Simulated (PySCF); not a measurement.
C5H9Si (charge +1).
Cartesian coordinates in Å at the PBE0-D3(BJ)/def2-SVP level; atoms count from 1:
```xyz
15
C5H9Si angstrom
C      3.032    0.978   -0.169
C      2.192    0.108   -0.150
C      1.156   -0.904   -0.129
Si    -0.558   -0.215   -0.267
C     -0.773    1.585   -0.460
C     -1.990   -1.347   -0.168
H      3.797    1.737   -0.182
H      1.186   -1.518    0.795
H      1.275   -1.645   -0.948
H     -1.767    1.865   -0.838
H      0.027    1.998   -1.097
H     -0.636    2.047    0.538
H     -2.654   -1.027    0.656
H     -2.590   -1.260   -1.092
H     -1.703   -2.397   -0.018
```

Computed, not measured: PBE0-D3(BJ)/def2-SVP geometry optimisation, gas phase in PySCF.

Masses are those of the commonest isotopes; rigid-rotor values at the optimised geometry. The values belong to one conformer with, in the numbering `[CH:1]#[C:2][CH2:3][Si+:4]([CH3:5])[CH3:6]`, C2–C3–Si4–C5 2°.

(1) Give the principal moments of inertia and the rotational constants in GHz.

(2) What kind of rotor is it?

(3) Is it planar, by Δ = Ic − Ia − Ib?

(4) Give the other two planar moments, Paa and Pbb, and the rms extents of the mass along the axes.

(5) Which types of transition are allowed, and where do some lines up to J = 3 fall?

Results:

(1) Ia = 92.77, Ib = 299.82, Ic = 383.13 u·Å²; 505379 MHz·u·Å²/I gives 5448, 1686 and 1319 MHz, that is A = 5.4475, B = 1.6856, C = 1.3191 GHz.

(2) An asymmetric top. Ray's parameter κ = (2B − A − C)/(A − C) = -0.822; −1 is the prolate and +1 the oblate limit.

(3) Not planar: Δ = Ic − Ia − Ib = -9.47 u·Å². For a rigid frame Δ = −2 Σ m c², so Σ m c² = 4.73 u·Å² lies off the ab plane: 4.69 from hydrogen and 0.05 from heavier atoms. The atom farthest from that plane is 1.02 Å away.

(4) Paa = Σ m a² = (Ib + Ic − Ia)/2 = 295.09 and Pbb = Σ m b² = (Ia + Ic − Ib)/2 = 88.04 u·Å². With the mass M = 97.05 u, the rms extents √(P/M) along a, b and c are 1.74, 0.95, 0.22 Å.

(5) The dipole components (about the centre of mass, as the species is charged) are |μa| = 3.65 D, |μb| = 0.44 D, |μc| = 0.06 D. The squared components, which scale the intensities, stand as 1.00 : 0.01 : 0.00 (a : b : c). Some lines, for components of 0.1 D or more:

| type | branch | J(Ka,Kc) | MHz | lower level (cm⁻¹) |
| --- | --- | --- | --- | --- |
| a | Q | 3(1,2) ← 3(1,3) | 2198 | 0.696 |
| b | R | 2(0,2) ← 1(1,1) | 2222 | 0.226 |
| b | Q | 2(1,1) ← 2(0,2) | 4520 | 0.300 |
| b | R | 3(0,3) ← 2(1,2) | 5492 | 0.414 |
| b | R | 1(1,1) ← 0(0,0) | 6767 | 0.000 |
| a | R | 3(0,3) ← 2(0,2) | 8913 | 0.300 |
| a | R | 3(2,1) ← 2(2,0) | 9115 | 0.828 |
| b | R | 2(1,2) ← 1(0,1) | 9405 | 0.100 |
| b | R | 3(1,3) ← 2(0,2) | 11870 | 0.300 |
| b | R | 2(2,1) ← 1(1,0) | 17662 | 0.238 |
| b | R | 2(2,0) ← 1(1,1) | 18054 | 0.226 |
| b | Q | 3(3,0) ← 3(2,1) | 19616 | 1.132 |
| b | R | 3(3,1) ← 2(2,0) | 28730 | 0.828 |

No frequency check. Constants of a rigid frame at the computed geometry: no zero-point averaging, no centrifugal distortion. A rigid rotor knows nothing of internal rotation, which can split or shift real lines.
